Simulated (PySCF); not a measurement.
## Electron correlation in Br²⁺ (bromine, charge +2)

Starting occupation: [Ar] 3d10 4s2 4p3, 4p1/2 with m_j = -1/2, +1/2, 4p3/2 with m_j = +3/2. Calculation: PySCF 2.14, in x2c-TZVPPall-2c with one added diffuse shell each of s, p, d type (7s8p5d1f, 63 functions); X2C-1e with screened-nucleus spin-orbit coupling, Gaussian nucleus. Frozen: [Ar]; 15 electrons correlated; the 6 highest virtual spinors left out.

MP2 pair energies summed by pair of shells (mhartree):

```
 pair  energy  share (%)
3d-3d  -87.81       44.1
4p-4s  -52.90       26.5
3d-4p  -17.92        9.0
4p-4p  -17.79        8.9
3d-4s  -14.03        7.0
4s-4s   -8.86        4.4
```

Total MP2 correlation energy: -199.30 mhartree.

| level | correlation energy (mhartree) |
| --- | --- |
| CCSD | -207.19 |
| (T) | -4.57 |
| CCSD(T) | -211.76 |

Diagnostics: T1 = 0.0050, largest double amplitude 0.051.

Cost of the coupled-cluster step: 410 s of wall time on 4 threads of Intel(R) Xeon(R) Platinum 8259CL CPU @ 2.50GHz (shared host), for 15 occupied and 87 virtual spinors.

Iterations:

```
Init t2, MP2 energy = -0.199303701995617
CCSD nocc = 15, nmo = 102
Init t2, MP2 energy = -0.199303701995617
Init E_corr(GCCSD) = -0.199303701995617
cycle = 1  E_corr(GCCSD) = -0.202648554463985  dE = -0.00334485247  norm(t1,t2) = 0.0347806
cycle = 2  E_corr(GCCSD) = -0.206668972546126  dE = -0.00402041808  norm(t1,t2) = 0.00858864
cycle = 3  E_corr(GCCSD) = -0.206964269234693  dE = -0.000295296689  norm(t1,t2) = 0.00344233
cycle = 4  E_corr(GCCSD) = -0.207218790400946  dE = -0.000254521166  norm(t1,t2) = 0.00199117
cycle = 5  E_corr(GCCSD) = -0.20715649235266  dE = 6.22980483e-05  norm(t1,t2) = 0.00151412
cycle = 6  E_corr(GCCSD) = -0.207181769207406  dE = -2.52768547e-05  norm(t1,t2) = 0.000587548
cycle = 7  E_corr(GCCSD) = -0.207188394175843  dE = -6.62496844e-06  norm(t1,t2) = 0.000256172
cycle = 8  E_corr(GCCSD) = -0.20718348725033  dE = 4.90692551e-06  norm(t1,t2) = 0.000201636
cycle = 9  E_corr(GCCSD) = -0.20718741852071  dE = -3.93127038e-06  norm(t1,t2) = 7.49821e-05
cycle = 10  E_corr(GCCSD) = -0.207186611787869  dE = 8.06732841e-07  norm(t1,t2) = 1.70627e-05
cycle = 11  E_corr(GCCSD) = -0.207186881295791  dE = -2.69507923e-07  norm(t1,t2) = 3.97031e-06
cycle = 12  E_corr(GCCSD) = -0.207186901248856  dE = -1.99530648e-08  norm(t1,t2) = 1.75281e-06
cycle = 13  E_corr(GCCSD) = -0.20718695445849  dE = -5.32096341e-08  norm(t1,t2) = 1.38258e-06
cycle = 14  E_corr(GCCSD) = -0.207186923580235  dE = 3.08782556e-08  norm(t1,t2) = 1.01855e-06
cycle = 15  E_corr(GCCSD) = -0.207186938329796  dE = -1.4749561e-08  norm(t1,t2) = 3.84341e-07
cycle = 16  E_corr(GCCSD) = -0.207186936160717  dE = 2.16907922e-09  norm(t1,t2) = 1.27009e-07
GCCSD converged
E(GCCSD) = -2603.553270814046  E_corr = -0.2071869361607165
```

The GHF reference relaxed away from the jj start to a determinant that is no pure jj level (⟨S²⟩ = 3.72, ⟨J²⟩ = 3.75); the energies belong to that determinant.

This basis was not built for core-valence correlation, so the inner-shell part is incomplete.
